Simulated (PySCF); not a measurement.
Method: σ from GIAO-PBE0/pcSseg-1, GFN2-xTB geometry, in PySCF (isolated molecule, one conformer, rapidly exchanging positions averaged, non-relativistic Hamiltonian).

Referencing at the same level of theory: TMS for ¹H (σref 31.72), ¹³C (σref 186.93). Shifts are as computed. Against solution values, carbons near 30 ppm lie about +3 ppm off and those near 130 ppm about +5 ppm. Of 1211 compounds with measured shifts, 218 miss one by over three times the rms of a fit or turn the order of signals round; such compounds aren't used in these exercises.

(1) Order these molecules by the shift of their most shielded carbon, lowest δ first.
A. N#Cc1ccc2c(c1)CC2
B. O=C1C=C[C@@H](C2CCC2)C1
C. C=Cc1ccc(C#N)cc1

(2) How many ¹³C and ¹H signals does each give (equivalence by symmetry and fast rotation, but not about amide C–N or C=N bonds)? `N#Cc1ccc2c(c1)CC2`, `C=Cc1ccc(C#N)cc1`, `O=C1C=C[C@@H](C2CCC2)C1`, `N#Cc1cnn(C2CCC2)n1`

## Answers

(1) B (17.0 ppm, sp3 CH2 in a ring), A (30.6 ppm, sp3 CH2 on an aromatic ring), C (116.5 ppm, substituted aromatic carbon).

(2) N#Cc1ccc2c(c1)CC2: 9 C, 5 H; C=Cc1ccc(C#N)cc1: 7 C, 5 H; O=C1C=C[C@@H](C2CCC2)C1: 9 C, 12 H; N#Cc1cnn(C2CCC2)n1: 6 C, 6 H.
